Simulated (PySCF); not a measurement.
**The second ionisation energy along group 16**

All values are computed (PySCF 2.14, energy differences of UHF-based or UKS calculations, no spin-orbit coupling). Values in eV. The last column holds reference values (NIST; (s) semi-empirical, (t) theoretical, else measured). Unmarked ones compare directly (S terms, centres of terms, or small fine structure); those marked * lie between the lowest fine-structure levels and include a spin-orbit shift.

```tsv
element	configurations	UHF	M06-2X	MP2 (valence)	SCS-MP2 (valence)	CCSD (valence)	CCSD(T) (valence)	reference
O (cc-pVTZ-DK, spin-free X2C)	[He] 2s2 2p3 → [He] 2s2 2p2	34.558	35.101	35.180	34.925	35.002	35.010	35.121 *
S (cc-pVTZ-DK, spin-free X2C)	[Ne] 3s2 3p3 → [Ne] 3s2 3p2	22.713	23.172	23.324	23.138	23.259	23.295	23.338 *
Se (cc-pVTZ-DK, spin-free X2C)	[Ar] 3d10 4s2 4p3 → [Ar] 3d10 4s2 4p2	20.841	21.235	21.340	21.190	21.306	21.334	21.196 ± 0.01 *
```

"Valence" correlates the outer s and p shells and, in groups 3 to 12 and the f block, the outer d or f shell, open or full, or the next shell where the ion has no valence electron left; the wider scheme adds the next inner shell.
